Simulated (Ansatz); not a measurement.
```yaml
crystal:
  periodic: [false, false, false]
  atoms:
    - {symbol: F, position_ang: [-1.692168, 0.044962, 0.430859]}
    - {symbol: Al, position_ang: [-0.512793, 0.361101, 0.407486]}
    - {symbol: C, position_ang: [0.367847, -0.515826, 0.154589]}
    - {symbol: Cl, position_ang: [0.090099, -1.468427, 0.154432]}
    - {symbol: Se, position_ang: [0.223195, -0.034451, -1.180833]}
    - {symbol: H, position_ang: [-0.334931, 1.449018, 0.600576]}
    - {symbol: H, position_ang: [1.101815, -0.365628, 0.284997]}
    - {symbol: H, position_ang: [0.906942, 0.727281, -1.064500]}
basis:
  gaussian: {orbitals: aug-cc-pVDZ}
hamiltonian: {xc: {name: B97M-V}}
```

```sh
$ ansatz run in.yaml --threads 4 --pin off --events-out ev --progress --plain --max-ram 10444MiB
```

Output, abridged:

```
Functional definition: B97M-V
1700 factors; their error is unknown
mean field evaluation 1: about -88146.9490 eV, gradient 1.3e2 eV
mean field evaluation 2: about -88032.2455 eV, gradient 2.4e2 eV
mean field evaluation 4: about -88175.9573 eV, gradient 2.4e1 eV
mean field evaluation 8: about -88177.4515 eV, gradient 4.0e-2 eV
mean field evaluation 16: about -88177.3955 eV, gradient 5.9e-5 eV
mean field -88177.39547235 eV, -3240.4595148235 hartree, gradient 5.9e-5 eV, S^2 0.000000; 0 other end points of the search recorded, 0 dependent functions left out
reference -88177.39559774 eV, -3240.4595194314 hartree; 41, 41 occupied and 122, 122 virtual orbitals, 1700 factors
Total energy: -88177.39559774 eV, -3240.4595194314 hartree
```

Q: What is wrong with this run?

A: The geometry is squeezed to about two thirds of its size. The run converged. The result belongs to that input, not to the molecule as meant.
